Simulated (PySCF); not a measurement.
A series of substituents X on one scaffold: SiH2Cl-X. Gas-phase values, no solvent. One relaxed conformer stands for each flexible species; it need not be the lowest. Strings in code marks are SMILES.

All values below come from PBE-D3(BJ)/def2-TZVP // PBE0-D4/def2-TZVP (PySCF). All candidates: neutral, multiplicity 1. Excitations are Tamm–Dancoff values on a coarser integration grid. The basis has no diffuse functions, so Rydberg states are missing or too high.

The T1 excitation (TDA) comes out as 4.87 eV and the S1 excitation (TDA) is 5.64 eV. The LUMO is -1.74 eV.

Q: Say which member has these values.
A) `C#C[SiH2]Cl`
B) `[SiH3][SiH2]Cl`
C) `CC(C)[SiH2]Cl` (C–C–Si–Cl torsion 177°)
D) `Cl[SiH2]Cl`

A: A, `C#C[SiH2]Cl`. The others give `[SiH3][SiH2]Cl`: 5.24 eV, 5.88 eV, -1.43 eV; `Cl[SiH2]Cl`: 6.63 eV, 6.94 eV, -0.89 eV; `CC(C)[SiH2]Cl` (C–C–Si–Cl torsion 177°): 6.25 eV, 6.54 eV, -0.48 eV
